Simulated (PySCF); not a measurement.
Several species in one continuum solvent.

Computed with PySCF at B3LYP/def2-SVPD, non-relativistic, each on one gas-phase PBE0-D3(BJ)/def2-SVP geometry that isn't relaxed in the solvent. The solvent is an IEF-PCM continuum (van der Waals radii × 1.2). Specific hydrogen bonds and non-electrostatic terms are outside this model.

Question: Order them by E(solvent) − E(gas) in dimethylsulfoxide (ε = 46.83), most negative first (kcal/mol).
A. `[O:1]=[C:2]([O-:3])/[CH:4]=[CH:5]/[C:6]([F:7])=[C:8]([F:9])[F:10]` (charge -1) with O1–C2–C4–C5 178°, C4–C5–C6–F7 -1°
B. `[NH2:1][C:2](=[O:3])[SiH2:4][OH:5]` with N1–C2–Si4–O5 180°, C2–Si4–O5–H 0°
C. `[O:1]=[CH:2][NH:3][SiH2:4][OH:5]` with O1–C2–N3–Si4 0°, C2–N3–Si4–O5 -1°, N3–Si4–O5–H 1°
D. 2-methylpyrimidine (`Cc1ncccn1`)

Answer: A (-58.7), B (-9.5), C (-8.0), D (-5.3).

```json
{"SMILES": "O=C([O-])/C=C/C(F)=C(F)F", "charge": "-1", "ΔE (kcal/mol)": "-58.7", "polarisation term (kcal/mol)": "-62.9", "HOMO shift (eV)": "-4.60", "dipole gas (D)": "–", "dipole solvent (D)": "–", "atoms": "12", "lowest singlet, gas (eV)": "3.01", "lowest singlet, solvent (eV)": "4.15"}
{"SMILES": "NC(=O)[SiH2]O", "charge": "0", "ΔE (kcal/mol)": "-9.5", "polarisation term (kcal/mol)": "-11.5", "HOMO shift (eV)": "+0.05", "dipole gas (D)": "4.35", "dipole solvent (D)": "5.76", "atoms": "10", "lowest singlet, gas (eV)": "4.99", "lowest singlet, solvent (eV)": "5.13"}
{"SMILES": "O=CN[SiH2]O", "charge": "0", "ΔE (kcal/mol)": "-8.0", "polarisation term (kcal/mol)": "-10.0", "HOMO shift (eV)": "+0.12", "dipole gas (D)": "4.17", "dipole solvent (D)": "5.57", "atoms": "10", "lowest singlet, gas (eV)": "5.60", "lowest singlet, solvent (eV)": "5.78"}
{"SMILES": "Cc1ncccn1", "charge": "0", "ΔE (kcal/mol)": "-5.3", "polarisation term (kcal/mol)": "-6.3", "HOMO shift (eV)": "-0.18", "dipole gas (D)": "1.69", "dipole solvent (D)": "2.50", "atoms": "13", "lowest singlet, gas (eV)": "4.17", "lowest singlet, solvent (eV)": "4.35"}
```

The ion comes first with 58.7 kcal/mol, the neutral species gain 9.5 at most. The polarisation term is half the interaction of the solute with the induced surface charges. No dipole is given for ions, as it depends on the origin. Singlets are vertical TDDFT energies (frozen core, non-equilibrium response), the lowest in each medium.
